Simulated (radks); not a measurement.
Q: Species: Zn XXV. Configuration: [He] 2s2 2p2 (the NIST ground configuration). Method: scalar-relativistic Kohn-Sham, LDA (Slater exchange, VWN5 correlation), spin-polarised, spherical densities, finite nucleus; open shells are filled with parallel spins first; Fermi nuclear charge, rms radius 3.9283 fm; computed with a radial shooting solver on a logarithmic mesh with Libxc functionals. Some entries of the table are withheld. Estimate them.

| orbital | occ. | eigenvalue (hartree) | <r> (bohr) |
|---|---|---|---|
| 1s up | 1 | -404.2295 | 0.05021 |
| 1s down | 1 | -403.6633 | 0.05015 |
| 2s up | 1 | -88.10343 | 0.2117 |
| 2s down | 1 | -87.20900 | 0.2127 |
| 2p up | 2 | -84.25746 | (1) |
| 2p down | 0 | -83.17079 | (2) |
| 3s up | 0 | (3) | (4) |
| 3s down | 0 | (5) | (6) |
| 3p up | 0 | -35.17937 | 0.4751 |
| 3p down | 0 | -34.92698 | 0.4781 |

A: 
(1) 2p up <r> (bohr): 0.1819
(2) 2p down <r> (bohr): 0.1829
(3) 3s up eigenvalue (hartree): -36.38735
(4) 3s up <r> (bohr): 0.4987
(5) 3s down eigenvalue (hartree): -36.17009
(6) 3s down <r> (bohr): 0.5012
